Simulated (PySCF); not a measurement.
Match the calculated data to a structure.

All candidates are C6H16OSi2.

| technique | computed result |
| --- | --- |
| 13C NMR | chemical shifts (computed TMS as zero) by class: 2.4 (3 C), 1.5 (2 C), -3.5 (1 C) ppm [GIAO PBE0/pcSseg-1] |
| 1H NMR | chemical shifts (computed TMS as zero) by class: 0.86 (2 H), 0.46 (3 H), 0.38 (2 H), 0.09 (9 H) ppm [GIAO PBE0/pcSseg-1] |
| NMR, other nuclei | isotropic shieldings of nuclei other than C and H, by class: 294 (1 O), 336 (1 Si), 415 (1 Si) ppm [GIAO PBE0/pcSseg-1] |
| Dipole | 0.62 D [PBE0/pcSseg-1] |
| Rotational structure | rotational constants A, B, C: 1.664, 0.717, 0.633 GHz [GFN2-xTB] |

Electronic properties: PySCF, gas phase, density fitting. Levels stand in brackets. Isolated species at its GFN2-xTB geometry (one conformer only). Each NMR value is the plain mean over a class of atoms that symmetry, rotation or inversion makes alike.

Question: Which candidate is it?
A. `C[Si](C)(C)O[Si]1(C)CC1`
B. `C[Si]1(C)C[C@H](C[SiH3])CO1`
C. `CC[C@H]1C[C@H]([SiH2]O[SiH3])C1`

Answer: A. It is `C[Si](C)(C)O[Si]1(C)CC1`. Numbering: `[CH3:1][Si:2]([CH3:3])([CH3:4])[O:5][Si:6]1([CH3:7])[CH2:8][CH2:9]1`. Its formula, C6H16OSi2, gives 1 degree of unsaturation: 1 ring and 0 π bonds in the structure found. 6 carbons fall into 3 classes; from least to most shielded: Si-methyl carbon [C1/C3/C4] (2.4 ppm, 3 C), ring sp3 carbon bound to silicon [C8/C9] (1.5 ppm, 2 C), Si-methyl carbon [C7] (-3.5 ppm). Hydrogen classes from least to most shielded: 2 H on 2 like atoms (sp3 carbon bound to silicon), C8/C9 (0.86 ppm), 3 H on an Si-methyl carbon, C7 (0.46 ppm, a mean of values up to 1.5 ppm apart in this geometry), 2 H on 2 like atoms (sp3 carbon bound to silicon), C8/C9 (0.38 ppm), 9 H on 3 Si-methyl carbons, C1/C3/C4 (0.09 ppm, a mean of values up to 0.5 ppm apart in this geometry). The other shieldings belong to: 294 ppm, siloxane oxygen [O5]; 336 ppm, oxygen-bound silicon [Si2]; 415 ppm, oxygen-bound silicon [Si6]. The optimised geometry has point group C1 and is an asymmetric top.

The others, at the same levels:
- `CC[C@H]1C[C@H]([SiH2]O[SiH3])C1` fails: it has 5 carbon classes against 3; its computed 13C shifts are 37.1 (1 C), 36.0 (1 C), 28.0 (2 C), 16.0 (1 C), 13.4 (1 C) ppm, 1H shifts are 5.14 (3 H), 5.05 (2 H), 2.08 (1 H), 1.96 (2 H), 1.86 (2 H), 1.80 (1 H), 1.38 (2 H), 0.90 (3 H) ppm and rotational constant A is 2.342 GHz (against 1.664 GHz).
- `C[Si]1(C)C[C@H](C[SiH3])CO1` fails: it has 6 carbon classes against 3; its computed 13C shifts are 77.1 (1 C), 40.8 (1 C), 27.8 (1 C), 16.8 (1 C), 0.9 (1 C), 0.6 (1 C) ppm, 1H shifts are 4.33 (1 H), 3.81 (3 H), 3.33 (1 H), 1.92 (1 H), 1.23 (1 H), 1.00 (1 H), 0.44 (1 H), 0.40 (1 H), 0.11 (3 H), 0.07 (3 H) ppm and rotational constant A is 2.683 GHz (against 1.664 GHz).

Each candidate is one conformer, not necessarily the lowest. The conformers computed, where there is a choice (atom-mapped SMILES and torsion angles):
- `[CH3:1][Si:2]([CH3:3])([CH3:4])[O:5][Si:6]1([CH3:7])[CH2:8][CH2:9]1`: C1–Si2–O5–Si6 176°, Si2–O5–Si6–C7 169°
- `[CH3:1][CH2:2][C@H:3]1[CH2:4][C@H:5]([SiH2:6][O:7][SiH3:8])[CH2:9]1`: C1–C2–C3–C4 -175°, C4–C5–Si6–O7 -170°

The conformers of `C[Si]1(C)C[C@H](C[SiH3])CO1` aren't listed.
